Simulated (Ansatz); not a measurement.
Basis-set extrapolation for CH₇FSi₃ (`F[SiH]1C[SiH2][SiH2]1`) (PBE0-D4/def2-TZVP geometry, frozen core, Ansatz 0.2.0). Multiplicity 1, RHF reference.

```
                       def2-TZVPP    def2-QZVPP
                 HF  -1008.327568  -1008.360815
    MP2 correlation     -0.784352     -0.847294
CCSD(T) correlation     -0.874886       not run
```

Energies in hartree. Use E(X) = E(∞) + A·exp(−7.88·√X) for Hartree–Fock and E(X) = E(∞) + B·X^(−2.97) for correlation, with X = 3 and 4, and add CCSD(T) minus MP2 of the smaller set to the MP2 limit.

Problem. What is the CCSD(T) energy at the basis-set limit?

Solution. HF limit: -1008.360815 + (-0.033247) × 0.13774 = -1008.36539. MP2 limit: -0.847294 + (-0.062942) × 0.74074 = -0.89392. Higher-order term: -0.874886 − (-0.784352) = -0.09053. Total: -1009.34984 hartree, 92.5 kcal/mol below CCSD(T)/def2-TZVPP.
